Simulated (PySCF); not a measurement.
PySCF input for CH4BeS, SMILES [CH3][Be][SH], TDA-PBE0/def2-SVPD. Geometry: r2SCAN-D4/def2-TZVP. The geometry has at least one imaginary mode, so it is a saddle point at that level. One conformer was computed; it need not be the lowest.

```python
import numpy as np
from pyscf import gto, scf, dft, tdscf

mol = gto.M(
    atom='''
    Be   -0.14815346    0.34038645   -0.39644827
    C    -0.65016499    1.33237871   -1.64982417
    H    -1.67932148    1.68221150   -1.51981674
    H    -0.60262905    0.82895823   -2.62111975
    H    -0.02164922    2.22638497   -1.73060659
    S     0.44934070   -0.77127324    1.04309799
    H    -0.39224775   -1.75300090    0.66671330
    ''',
    basis='def2-SVPD',
    charge=0,
    spin=0,
    max_memory=1600,
    verbose=4,
)
mf = dft.RKS(mol, xc='pbe0').density_fit(auxbasis='def2-universal-jkfit')
mf.grids.level = 3
mf.conv_tol = 1e-9
mf.max_cycle = 100
mf.kernel()
mf.grids = dft.Grids(mol).set(level=1).build(with_non0tab=True)  # coarser grid for the response kernel
td = tdscf.TDA(mf)
td.singlet = True
td.nstates = 10
td.conv_tol = 1e-4
td.kernel(x0=td.get_init_guess(mf, 15))
td.analyze()
tt = tdscf.TDA(mf)
tt.singlet = False
tt.nstates = 4
tt.conv_tol = 1e-4
tt.kernel(x0=tt.get_init_guess(mf, 9))
tt.analyze(verbose=3)
```

Program output:

```
PySCF version 2.14.0

[INPUT] verbose = 4
[INPUT] num. atoms = 7
[INPUT] num. electrons = 30
[INPUT] charge = 0
[INPUT] spin (= nelec alpha-beta = 2S) = 0
[INPUT] symmetry False subgroup None
[INPUT] Mole.unit = angstrom
[INPUT] Symbol           X                Y                Z      unit          X                Y                Z       unit  Magmom
[INPUT]  1 Be    -0.148153460000   0.340386450000  -0.396448270000 AA   -0.279969463807   0.643237167013  -0.749178652858 Bohr   0.0
[INPUT]  2 C     -0.650164990000   1.332378710000  -1.649824170000 AA   -1.228633766881   2.517830856101  -3.117715834988 Bohr   0.0
[INPUT]  3 H     -1.679321480000   1.682211500000  -1.519816740000 AA   -3.173457672299   3.178919018594  -2.872037398129 Bohr   0.0
[INPUT]  4 H     -0.602629050000   0.828958230000  -2.621119750000 AA   -1.138803859207   1.566504023404  -4.953198467188 Bohr   0.0
[INPUT]  5 H     -0.021649220000   2.226384970000  -1.730606590000 AA   -0.040911096610   4.207257841148  -3.270372484467 Bohr   0.0
[INPUT]  6 S      0.449340700000  -0.771273240000   1.043097990000 AA    0.849130859620  -1.457495190806   1.971169522184 Bohr   0.0
[INPUT]  7 H     -0.392247750000  -1.753000900000   0.666713300000 AA   -0.741240820477  -3.312691597116   1.259905540605 Bohr   0.0

nuclear repulsion = 66.2817186678617
number of shells = 41
number of NR pGTOs = 137
number of NR cGTOs = 91
basis = def2-SVPD
ecp = {}


[settings echo left out]
init E= -453.115244350921
  HOMO = -0.319320625966745  LUMO = -0.0521869165730586  gap/eV = 7.26908
cycle= 1 E= -453.074333793034  delta_E= 0.0409  |g|= 0.377  |ddm|= 3.24
  HOMO = -0.245625735022715  LUMO = -0.00247339028541216  gap/eV = 6.61651
cycle= 2 E= -453.067859091891  delta_E= 0.00647  |g|= 0.409  |ddm|= 0.971
  HOMO = -0.277675590773793  LUMO = -0.0145265026453072  gap/eV = 7.16065
cycle= 3 E= -453.115778914365  delta_E= -0.0479  |g|= 0.0181  |ddm|= 0.489
  HOMO = -0.28325826421487  LUMO = -0.0150393121805683  gap/eV = 7.29861
cycle= 4 E= -453.115851951736  delta_E= -7.3e-05  |g|= 0.0104  |ddm|= 0.0452
  HOMO = -0.280985715976886  LUMO = -0.0145874429594834  gap/eV = 7.24907
cycle= 5 E= -453.115884024566  delta_E= -3.21e-05  |g|= 0.0017  |ddm|= 0.0189
  HOMO = -0.281050386800213  LUMO = -0.0144274948461414  gap/eV = 7.25518
cycle= 6 E= -453.115884928449  delta_E= -9.04e-07  |g|= 0.000531  |ddm|= 0.0041
  HOMO = -0.281065024596516  LUMO = -0.0144954908154427  gap/eV = 7.25373
cycle= 7 E= -453.115885040192  delta_E= -1.12e-07  |g|= 4.25e-05  |ddm|= 0.00136
  HOMO = -0.281065407260086  LUMO = -0.0144900113137538  gap/eV = 7.25389
cycle= 8 E= -453.115885040804  delta_E= -6.11e-10  |g|= 1.91e-05  |ddm|= 0.000108
  HOMO = -0.281065517042973  LUMO = -0.0144913304851713  gap/eV = 7.25385
Extra cycle  E= -453.115885040824  delta_E= -2.05e-11  |g|= 1.79e-05  |ddm|= 6.1e-05
converged SCF energy = -453.115885040824
tot grids = 26472


******** <class 'pyscf.tdscf.rks.TDA'> for <class 'pyscf.df.df_jk.DFRKS'> ********
nstates = 10 singlet
deg_eia_thresh = 1.000e-03
wfnsym = None
conv_tol = 0.0001
eigh lindep = 1e-12
eigh level_shift = 0
eigh max_cycle = 100


Excitation energies (eV)
[5.68668405 6.21075231 6.70067304 6.91432533 7.10404001 7.34457285
 7.48338083 7.63107011 7.84269221 7.88988318]

** Singlet excitation energies and oscillator strengths **
Excited State   1:      5.68668 eV    218.03 nm  f=0.0001
      15 -> 16        0.70098
Excited State   2:      6.21075 eV    199.63 nm  f=0.0607
      15 -> 17       -0.68365
      15 -> 19        0.15483
Excited State   3:      6.70067 eV    185.03 nm  f=0.0263
      14 -> 16       -0.56814
      14 -> 17       -0.10883
      15 -> 18       -0.37709
Excited State   4:      6.91433 eV    179.31 nm  f=0.0811
      14 -> 16        0.40502
      15 -> 18       -0.53854
Excited State   5:      7.10404 eV    174.53 nm  f=0.0032
      15 -> 17        0.15885
      15 -> 19        0.60588
      15 -> 20        0.19019
      15 -> 22        0.21895
      15 -> 23       -0.11637
Excited State   6:      7.34457 eV    168.81 nm  f=0.0103
      14 -> 18       -0.69146
Excited State   7:      7.48338 eV    165.68 nm  f=0.2262
      13 -> 16       -0.17126
      13 -> 19       -0.10082
      14 -> 17        0.65904
Excited State   8:      7.63107 eV    162.47 nm  f=0.0395
      15 -> 19        0.30129
      15 -> 20       -0.50218
      15 -> 22       -0.37430
Excited State   9:      7.84269 eV    158.09 nm  f=0.0451
      13 -> 16       -0.54776
      13 -> 17        0.32106
      14 -> 17       -0.13991
      14 -> 19       -0.19220
      15 -> 18        0.11839
      15 -> 21        0.11609
Excited State  10:      7.88988 eV    157.14 nm  f=0.0006
      15 -> 20       -0.43833
      15 -> 22        0.52938
      15 -> 24        0.11400

** Transition electric dipole moments (AU) **
state          X           Y           Z        Dip. S.      Osc.
  1        -0.0230      0.0121      0.0176      0.0010      0.0001
  2        -0.4505      0.2449      0.3685      0.3987      0.0607
  3         0.2124     -0.0956      0.3252      0.1600      0.0263
  4         0.0231     -0.5642      0.3995      0.4785      0.0811
  5         0.0969     -0.0545     -0.0794      0.0187      0.0032
  6        -0.1612      0.0733      0.1604      0.0571      0.0103
  7         0.3035     -0.6941      0.8122      1.2336      0.2262
  8        -0.3258      0.1789      0.2699      0.2110      0.0395
  9        -0.2564      0.1151     -0.3949      0.2349      0.0451
 10        -0.0371      0.0219      0.0335      0.0030      0.0006

** Transition velocity dipole moments (imaginary part, AU) **
state          X           Y           Z        Dip. S.      Osc.
  1        -0.0258      0.0147      0.0219      0.0014      0.0043
  2        -0.1031      0.0555      0.0847      0.0209      0.0610
  3         0.0231     -0.0266      0.0478      0.0035      0.0095
  4        -0.0035     -0.0690      0.0437      0.0067      0.0175
  5         0.0072     -0.0047     -0.0061      0.0001      0.0003
  6        -0.0191      0.0070      0.0236      0.0010      0.0024
  7         0.0921     -0.1763      0.2262      0.0907      0.2200
  8        -0.0808      0.0445      0.0671      0.0130      0.0309
  9        -0.0150      0.0512     -0.0540      0.0058      0.0133
 10        -0.0154      0.0093      0.0137      0.0005      0.0012

** Transition magnetic dipole moments (imaginary part, AU) **
state          X           Y           Z
  1         0.1900     -0.0701      0.2785
  2         0.3702      0.2991      0.2469
  3        -0.5673      0.3070      0.4719
  4         0.3491     -0.1845     -0.2869
  5        -0.0355     -0.2059      0.0910
  6        -0.6735     -0.7889     -0.3195
  7         0.2433     -0.1013     -0.1798
  8         0.0208      0.1642     -0.0796
  9         0.1665     -0.0886     -0.1364
 10         0.0477     -0.0423      0.0979


******** <class 'pyscf.tdscf.rks.TDA'> for <class 'pyscf.df.df_jk.DFRKS'> ********
nstates = 4 triplet
deg_eia_thresh = 1.000e-03
wfnsym = None
conv_tol = 0.0001
eigh lindep = 1e-12
eigh level_shift = 0
eigh max_cycle = 100


Excitation energies (eV)
[5.40909472 5.78458641 5.87198991 6.20830596]

** Triplet excitation energies and oscillator strengths **
Excited State   1:      5.40909 eV    229.21 nm  f=0.0000
Excited State   2:      5.78459 eV    214.34 nm  f=0.0000
Excited State   3:      5.87199 eV    211.15 nm  f=0.0000
Excited State   4:      6.20831 eV    199.71 nm  f=0.0000
```

Self-consistency was reached.
